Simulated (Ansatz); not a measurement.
`[CH3][GeH]([SiH3])[SH]` + `[OH][In]([SH])[Cl]` → `[SiH3][O][In]([SH])[Cl]` + `[CH3][GeH2][SH]`  (cleavage of the Si–Ge bond)

Gas-phase electronic energies from Ansatz, PBE0-D4/def2-TZVP geometries. CCSD(T)/CBS is the MP2 limit (def2-TZVPP, def2-QZVPP) plus CCSD(T) − MP2 in def2-TZVPP, frozen cores. Elements past krypton have def2 core potentials. For Ge, In outer-core shells are correlated without core-valence functions, which leaves a few kJ/mol of doubt a bond. Scalar relativity is left out up to krypton. One conformer a species, not always the lowest.

`[CH3][GeH]([SiH3])[SH]`:

Cartesian coordinates in Å:
```
C 0.434 -1.532 -1.108
Ge 0.382 0.306 -0.451
Si -0.298 0.483 1.826
S -1.171 1.314 -1.713
H -0.538 -2.006 -0.971
H 1.186 -2.102 -0.560
H 0.688 -1.539 -2.168
H 1.743 0.997 -0.691
H 0.737 -0.069 2.744
H -1.566 -0.267 2.020
H -0.523 1.914 2.164
H -1.075 2.501 -1.093
```

`[OH][In]([SH])[Cl]`:

Cartesian coordinates in Å:
```
O 1.253 -1.160 -1.113
In 0.011 -0.069 -0.050
S 0.686 1.859 1.115
Cl -2.198 -0.795 -0.004
H 0.809 -1.913 -1.515
H -0.561 2.077 1.568
```

`[SiH3][O][In]([SH])[Cl]`:

Cartesian coordinates in Å:
```
Si -0.149 1.762 0.487
O -0.453 0.269 -0.104
In 0.484 -1.450 -0.242
S -0.608 -3.250 -1.282
Cl 2.609 -1.543 0.648
H -0.110 2.748 -0.627
H -1.230 2.152 1.432
H 1.154 1.812 1.208
H -1.699 -2.499 -1.519
```

`[CH3][GeH2][SH]`:

Z-matrix (Å, degrees):
```
C
Ge 1 1.945
H 1 1.090 2 110.0
H 1 1.091 2 110.0 3 119.9
H 1 1.090 2 110.0 3 -120.1
S 2 2.231 1 105.6 3 60.1
H 2 1.541 1 111.7 3 178.9
H 2 1.541 1 111.7 3 -58.7
H 6 1.343 2 95.0 1 -179.9
```

```
                  species  CCSD(T)/CBS(def2) energy (Eh)
 `[CH3][GeH]([SiH3])[SH]`                    -2805.86310
     `[OH][In]([SH])[Cl]`                    -1123.85063
`[SiH3][O][In]([SH])[Cl]`                    -1414.16924
        `[CH3][GeH2][SH]`                    -2515.57584
```

Work out ΔE.

ΔE = (-1414.16924) + (-2515.57584) − (-2805.86310) − (-1123.85063) = -0.03135 Eh = -19.7 kcal/mol.

Largest T1 diagnostic among the species: 0.015.

From PBE to PBE0 (25 % exact exchange), in def2-TZVPP and without D4, ΔE moves by −2.5 kcal/mol. In def2-TZVPP, CCSD(T) changes the Hartree–Fock value by +7.1 kcal/mol (the triples alone add +1.0 kcal/mol) and MP2 by +6.4 kcal/mol.
